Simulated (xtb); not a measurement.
xtb input (GFN1-xTB):

```bash
xtb mol.xyz --gfn 1 --opt tight --chrg 0 --uhf 0
```
mol.xyz:
```
8

O      0.49659719     1.51282395    -0.06000283
Si    -0.15996403     0.05746548     0.29125159
O      0.93017641    -1.17239754     0.38478079
O     -1.18599245    -0.37385307    -0.91014877
H      0.81725238     1.66280328    -0.95372339
H     -0.82914538     0.25975919     1.58407134
H      1.58970912    -1.14894373     1.08230754
H     -1.26456885    -1.31072233    -1.10721138
```

End of the output:

```

optimized geometry written to: xtbopt.xyz

           -------------------------------------------------
          | TOTAL ENERGY              -18.349743432964 Eh   |
          | GRADIENT NORM               0.000594255802 Eh/α |
          | HOMO-LUMO GAP               8.774397132569 eV   |
           -------------------------------------------------

------------------------------------------------------------------------
------------------------------------------------------------------------
 total:
 SCF:
 ANC optimizer:
Note: The following floating-point exceptions are signalling: IEEE_DENORMAL
normal termination of xtb
```
